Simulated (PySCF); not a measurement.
# Telling isomers of C₅H₁₂O₂Si₂ apart by NMR

All values are calculated (PySCF): structure optimised with GFN2-xTB, NMR shieldings at PBE0/pcSseg-1/GIAO. One computed conformer, one averaged value for each set of equivalent atoms, no solvent, relativity neglected.

Referencing at the same level of theory: TMS for $^{1}$H (σref 31.72), $^{13}$C (σref 186.93). Where no couplings were computed, multiplicities follow the n + 1 count of equivalent neighbours, and m marks all less simple cases (inequivalent or close neighbours, rings, F or P nearby). Shifts are as computed. Against solution values, carbons near 30 ppm lie about +3 ppm off and those near 130 ppm about +5 ppm. Of 1309 compounds with measured shifts, 239 miss one by over three times the rms of a fit or turn the order of signals round; such compounds aren't used in these exercises.

(1) Tabulate the signals of `C/C([SiH3])=C(/C)[SiH2]OC=O`, `O=CC1(OC[SiH3])C[SiH2]C1` and their relative energies.

(2) What is the quickest way to tell C/C([SiH3])=C(/C)[SiH2]OC=O from O=CC1(OC[SiH3])C[SiH2]C1?

## Answers

(1) 
```json
{"SMILES": "C/C([SiH3])=C(/C)[SiH2]OC=O", "carbon types": "2×C 1×CH 2×CH3", "δC": "166.4, 152.1, 150.8, 30.7, 27.3", "δH": "8.30 (s, 1H), 5.45 (s, 2H), 4.15 (s, 3H), 2.07 (s, 3H), 1.96 (s, 3H)", "E rel. (kcal/mol)": "0.0"}
{"SMILES": "O=CC1(OC[SiH3])C[SiH2]C1", "carbon types": "1×C 1×CH 3×CH2", "δC": "217.9, 87.0, 53.8, 21.8", "δH": "10.39 (s, 1H), 4.53 (m, 1H), 4.53 (m, 1H), 4.00 (t, 3H), 3.40 (q, 2H), 1.59 (m, 2H), 1.58 (m, 2H)", "E rel. (kcal/mol)": "46.2"}
```

Energies are electronic energies at PBE0/pcSseg-1 on these geometries, without zero-point or thermal terms, each for the one conformer computed, which needn't be the lowest.

(2) Count the carbon signals: 5 against 4. The first has a fully substituted alkene carbon (C) at 152.1 ppm, the second a fully substituted sp3 carbon bonded to O, α to a carbonyl (C) at 87.0 ppm. Their most deshielded carbons lie at 166.4 and 217.9 ppm. In the proton spectra the most deshielded non-exchanging signals are 8.30 (s, 1H) and 10.39 (s, 1H).
